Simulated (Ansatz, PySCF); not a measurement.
C₂H₆O₂Sn, SMILES [CH]([SnH]([OH])[OH])=C. Atoms are numbered in the order given.

```xyz
11

Sn     0.2600     0.2506     0.2192
O      0.9938    -0.5947     1.8732
O      1.2797    -0.5032    -1.3263
C     -1.8073    -0.2849     0.2231
C     -2.7539     0.5715    -0.1747
H      0.5897     1.9319     0.1141
H      1.9461    -0.4484     1.9619
H      1.1118    -1.4488    -1.4433
H     -2.0831    -1.2869     0.5716
H     -3.8173     0.3025    -0.1710
H     -2.5211     1.5850    -0.5218
```

Geometry optimised at B3LYP-D3(BJ)/def2-SVP. The structure was generated by enumeration; whether it is a known compound was not checked. The def2 effective core potentials stand for the cores of Sn; spin–orbit coupling is left out. The values are those of a single conformer.

Two levels are set side by side: PBE-D3(BJ)/def2-SVP (Ansatz, a quantum-chemistry and plane-wave program) and B3LYP-D3(BJ)/def2-SVP (Ansatz). Each level has its own optimised geometry; the coordinates shown are those of the second. Frequencies come from the Hessian of PySCF at each geometry. Differences are taken from unrounded values.

```json
[
 {"quantity": "mean bond length (Å)", "B3LYP-D3(BJ)": "1.441"},
 {"quantity": "bond Sn1–O2 (Å)", "B3LYP-D3(BJ)": "1.997"},
 {"quantity": "bond Sn1–O3 (Å)", "B3LYP-D3(BJ)": "1.999"},
 {"quantity": "bond Sn1–C4 (Å)", "B3LYP-D3(BJ)": "2.136"},
 {"quantity": "bond C4–C5 (Å)", "B3LYP-D3(BJ)": "1.337"},
 {"quantity": "bond Sn1–H6 (Å)", "B3LYP-D3(BJ)": "1.717"},
 {"quantity": "bond O2–H7 (Å)", "B3LYP-D3(BJ)": "0.968"},
 {"quantity": "bond O3–H8 (Å)", "B3LYP-D3(BJ)": "0.968"},
 {"quantity": "bond C4–H9 (Å)", "B3LYP-D3(BJ)": "1.096"},
 {"quantity": "bond C5–H10 (Å)", "B3LYP-D3(BJ)": "1.097"},
 {"quantity": "bond C5–H11 (Å)", "B3LYP-D3(BJ)": "1.096"},
 {"quantity": "highest harmonic wavenumber (cm⁻¹)", "B3LYP-D3(BJ)": "3826"},
 {"quantity": "mean harmonic wavenumber (cm⁻¹)", "B3LYP-D3(BJ)": "1208"},
 {"quantity": "zero-point energy (kcal/mol)", "B3LYP-D3(BJ)": "46.62"}
]
```

Question: What does PBE-D3(BJ) give, and how far is it from B3LYP-D3(BJ)? (Estimate from the structure and the level; the computed values follow.)

Answer: 
| quantity | PBE-D3(BJ) | PBE-D3(BJ) minus B3LYP-D3(BJ) |
|---|---|---|
| mean bond length (Å) | 1.451 | 0.010 |
| bond Sn1–O2 (Å) | 2.014 | 0.017 |
| bond Sn1–O3 (Å) | 2.016 | 0.017 |
| bond Sn1–C4 (Å) | 2.142 | 0.007 |
| bond C4–C5 (Å) | 1.345 | 0.008 |
| bond Sn1–H6 (Å) | 1.729 | 0.013 |
| bond O2–H7 (Å) | 0.977 | 0.009 |
| bond O3–H8 (Å) | 0.977 | 0.009 |
| bond C4–H9 (Å) | 1.104 | 0.008 |
| bond C5–H10 (Å) | 1.105 | 0.008 |
| bond C5–H11 (Å) | 1.104 | 0.008 |
| highest harmonic wavenumber (cm⁻¹) | 3711 | -115 |
| mean harmonic wavenumber (cm⁻¹) | 1175 | -33 |
| zero-point energy (kcal/mol) | 45.34 | -1.28 |

Exact exchange shortens and stiffens bonds; PBE has none. Differences between two approximate levels are no errors against the true value.
